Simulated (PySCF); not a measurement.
Work out the structure from these simulated measurements.

Elements present: C, H, P, S and Si. Monoisotopic mass: 171.9932 u.

| Property | Result |
| --- | --- |
| Dipole | 0.41 D [PBE0/pcSseg-1] |
| 1H NMR | chemical shifts (computed TMS as zero) by class: 9.03 (1 H), 8.15 (1 H), 7.97 (1 H), 4.59 (3 H), 2.65 (3 H) ppm [GIAO PBE0/pcSseg-1] |
| Rotational structure | rotational constants A, B, C: 1.867, 0.614, 0.466 GHz [GFN2-xTB] |
| 13C NMR | chemical shifts (computed TMS as zero) by class: 187.6 (1 C), 162.7 (1 C), 140.9 (1 C), 139.3 (1 C), 136.4 (1 C), 22.6 (1 C) ppm [GIAO PBE0/pcSseg-1] |
| NMR, other nuclei | isotropic shieldings of nuclei other than C and H, by class: 414 (1 Si), 126 (1 P), 425 (1 S) ppm [GIAO PBE0/pcSseg-1] |

Electronic properties: PySCF, gas phase, density fitting. Levels stand in brackets. One conformer (not necessarily the lowest) at the GFN2-xTB geometry, without solvent, vibrations or thermal averaging. NMR values are class means; diastereotopic atoms form classes of their own.

Problem. Which formula fits the mass and the elements?

Solution. C6H9PSSi (calculated 171.9932). No other formula that holds each of these elements comes within 0.0003 u with a fitting electron parity and a possible valence count.

Problem. What is the compound? Reason from the data.

Solution. Numbering: `[CH3:1][S:2][c:3]1[cH:4][c:5]([SiH3:6])[cH:7][cH:8][p:9]1`. 6 carbons fall into 6 classes; from least to most shielded: substituted aromatic carbon [C3] (187.6 ppm), aromatic CH carbon [C8] (162.7 ppm), aromatic CH carbon [C4] (140.9 ppm), aromatic CH carbon [C7] (139.3 ppm), substituted aromatic carbon [C5] (136.4 ppm), S-methyl carbon [C1] (22.6 ppm). Hydrogen classes from least to most shielded: 1 H on an aromatic CH carbon, C8 (9.03 ppm), 1 H on an aromatic CH carbon, C4 (8.15 ppm), 1 H on an aromatic CH carbon, C7 (7.97 ppm), 3 H on an SiH3 silicon, Si6 (4.59 ppm), 3 H on an S-methyl carbon, C1 (2.65 ppm). The other shieldings belong to: 414 ppm, SiH3 silicon [Si6]; 126 ppm, phosphorus bonded to 2 C [P9]; 425 ppm, sulfide sulfur [S2]. By its constants the optimised geometry is an asymmetric top. Structure: `CSC1=PC=CC([SiH3])=C1`. Computed isomers that give other values at the same levels: `C/C([SiH3])=P\c1ccsc1` (13C chemical shifts (computed TMS as zero) by class: 216.7 (1 C), 148.6 (1 C), 137.3 (1 C), 134.9 (1 C), 134.7 (1 C), 30.1 (1 C) ppm). The assignments are read from this structure; whether some other isomer fits the data as well wasn't checked.

The values belong to the conformer `[CH3:1][S:2][c:3]1[cH:4][c:5]([SiH3:6])[cH:7][cH:8][p:9]1`: C1–S2–C3–C4 180°.
